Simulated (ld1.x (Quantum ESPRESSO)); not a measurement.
thallium (Tl): one change to a TM semilocal potential, before and after

```json
{
 "Element": "thallium",
 "Generator": "ld1.x (Quantum ESPRESSO) 7.5",
 "Type": "norm-conserving Troullier–Martins (semilocal form)",
 "Functional": "PBE",
 "Relativity": "scalar-relativistic",
 "Frozen core": "[Xe] 4f14",
 "Valence charge": "13",
 "Reference configuration": "5d10 6s2 6p1",
 "Partial waves": "6p (bound): rc 2.90 bohr; 5d (bound): rc 1.60 bohr; 6s (bound): rc 2.25 bohr",
 "Local potential": "the s channel",
 "Core correction": "none"
}
```

Change: wave 6p (bound): rc 2.90 bohr becomes 6p (bound): rc 4.36 bohr.

Cutoffs: the cutoffs (Ry, on a coarse ladder) from which the occupation-weighted sum of valence levels, in a spherical-Bessel basis at the reference potential, stays within 10 and 1 mRy of its value at 400 Ry; they do not see the model core or the augmentation charge, which bear on the density cutoff. Errors are all-electron minus pseudo energies relative to the spin-unpolarised reference configuration.

What does the change do?

The potential gets neither clearly harder nor softer (50 Ry and 80 Ry → 50 Ry and 80 Ry); of the 7 tests that both files solve, the error grows in 5 and shrinks in 2 by more than 15 % and 0.3 meV (median size 2.8 → 41.7 meV); neither file shows a bound ghost. A semilocal file is local in each channel, so a ghost entry of none says nothing of the separable form that plane-wave codes build from it.

| quantity | base | changed |
| --- | --- | --- |
| cutoff, loose | 50 Ry | 50 Ry |
| cutoff, tight | 80 Ry | 80 Ry |
| bound ghosts | none | none |
| error for 5d10 6s2 6p0, meV [ΔE 5.17 eV] | -2.4 | -11 |
| error for 5d10 6s1 6p0, meV [ΔE 25.95 eV] | -1.8 | -42 |
| error for 5d10 6s0 6p0, meV [ΔE 56.09 eV] | +21 | -56 |
| error for 5d10 6s0 6p3, meV [ΔE 15.21 eV] | +2.8 | +95 |
| error for 5d10 6s2 6p0.5, meV [ΔE 1.85 eV] | -0.8 | -1.5 |
| error for 5d9 6s2 6p1, meV [ΔE 21.24 eV] | -40 | +29 |
| error for 5d9 6s0 6p0, meV [ΔE 107.88 eV] | +116 | -43 |
